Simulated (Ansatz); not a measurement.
Isolated molecules relaxed with PBE0-D4/def2-TZVP in Ansatz; ΔE leaves out vibrations. CBS: MP2 limit from def2 TZ/QZ plus the TZ coupled-cluster correction, frozen cores. DFT in def2-TZVPP. B3LYP here is the variant with VWN-RPA as its local correlation; programs differ in this. For Ge outer-core shells are correlated without core-valence functions, which leaves a few kJ/mol of doubt a bond. Scalar relativity is left out up to krypton. Each species was taken in one conformer, which may not be the lowest.

Consider the germylene loss: `[GeH3][SiH2][SiH2][SiH2][GeH3]` → `[SiH3][SiH2][SiH2][GeH3]` + `[GeH2]`.

Question: Is it downhill or uphill in electronic energy at CCSD(T)/CBS, and by how much? (An estimate is asked.)

Answer: The calculation gave: Uphill: ΔE = +197.0 kJ/mol.

Question: What do these levels give: PBE-D4, revPBE-D4, PBE0-D4, B3LYP-D4, BHLYP-D4, B2PLYP, BLYP, BHLYP, CAM-B3LYP, RPA@PBE/def2-TZVPP, SCS-MP2/def2-QZVPP, HF/CBS(def2)? (An estimate is asked.)

Answer: The calculation gave: PBE-D4 201.2, revPBE-D4 191.5, PBE0-D4 209.0, B3LYP-D4 180.4, BHLYP-D4 189.8, B2PLYP 180.5, BLYP 145.7, BHLYP 170.5, CAM-B3LYP 174.9, RPA@PBE/def2-TZVPP 181.7, SCS-MP2/def2-QZVPP 193.5, HF/CBS(def2) 148.9 kJ/mol.

Largest T1 diagnostic among the species: 0.013.

In def2-TZVPP, CCSD(T) changes the Hartree–Fock value by +48.1 kJ/mol (the triples alone add +7.2 kJ/mol) and MP2 by +63.3 kJ/mol. From BLYP to BHLYP (50 % exact exchange), in def2-TZVPP and without D4, ΔE moves by +24.8 kJ/mol.
